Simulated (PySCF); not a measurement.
# Orbital picture of BeAl

PBE at R = 2.417 Å; basis Be def2-TZVP, Al def2-TZVP; no relativity; PySCF 2.14. State: ²Π (doublet), unpaired electrons π ↑. Only the outer orbitals are listed, counted within each symmetry.

```
spin  orbital  occ.  ε (eV)  on Be (%)            main shells (%)
   α       5σ     1   -8.72         28           69 Al s, 22 Be s
   α       6σ     1   -5.40         56  54 Be s, 22 Al s, 22 Al p
   α       2π     1   -3.67         37           62 Al p, 36 Be p
   α       2π     0   -3.39         37           62 Al p, 36 Be p
   α       7σ     0   -3.14         65  49 Be p, 31 Al p, 16 Be s
   α       3π     0   -1.43         58           58 Be p, 38 Al p
   β       5σ     1   -8.26         30           68 Al s, 23 Be s
   β       6σ     1   -5.12         56  53 Be s, 23 Al p, 20 Al s
   β       2π     0   -3.22         39           60 Al p, 38 Be p
   β       7σ     0   -3.06         65  51 Be p, 31 Al p, 14 Be s
   β       2π     0   -2.62         41           58 Al p, 41 Be p
```

Problem. Which are the highest filled and the lowest empty level, where do they sit, and how wide is the gap?

Solution. Highest filled α 2π at -3.67 eV (in %: 62 Al p, 36 Be p); lowest empty α 2π at -3.39 eV (in %: 62 Al p, 36 Be p); the gap at PBE is 0.28 eV. Both belong to one degenerate shell, split only by its one-sided filling, so this is no excitation gap.

```
bond order (Mayer)                               : 1.44
⟨S²⟩                                             : 0.755
charge on Be (Mulliken, basis-dependent)         : -0.07
charge on Be (Löwdin, basis-dependent)           : -0.12
dipole moment (positive dipole means Be(−)Al(+)) : -0.09 D
polarisability along the bond                    : 150.3 bohr³
polarisability across the bond                   : 83.8 bohr³
```

The state was picked by a PBE0 search and need not be the measured ground state.
